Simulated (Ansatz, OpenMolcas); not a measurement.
**Exact exchange and the vertical ionisation energy of CH2Br2 (dibromomethane)**

CH2Br2: 5 atoms, total charge 0, spin state singlet. As SMILES, `BrCBr`. The coordinates come from a PBE0-D4/def2-TZVP relaxation.

The vertical ionisation energy (to the doublet cation) y, in eV, basis def2-SVPD; a is the functional's share of exact exchange. Programs: Ansatz 0.2.0, OpenMolcas 26.06.

| functional | program | a | y (eV) |
| --- | --- | --- | --- |
| TPSS | OpenMolcas | 0 | 10.16 |
| revPBE | Ansatz | 0 | 10.01 |
| B3LYP | OpenMolcas | 0.2 | ? |
| PBE0 | Ansatz | 0.25 | 10.46 |
| BHLYP | OpenMolcas | 0.5 | 10.59 |

Task: Fit y = c + s·a to the known rows and predict B3LYP.

Result: 
1. Means of the 4 rows: a = 0.1875, y = 10.305.
2. Σ(Δa)² = 0.17188, Σ(Δa·Δy) = 0.18125, so the slope is 0.18125/0.17188 = 1.0545.
3. Intercept: 10.305 − (1.0545) × 0.1875 = 10.107. The largest residual of the fit is 0.097.
4. B3LYP: 10.107 + (1.0545) × 0.2 = 10.32 eV.

The run gave 10.43 eV, so the prediction is off by -0.11 eV, about the scatter of the fit. The rows mix families of semi-local functionals, which the line can't see. Spin-orbit coupling is left out.
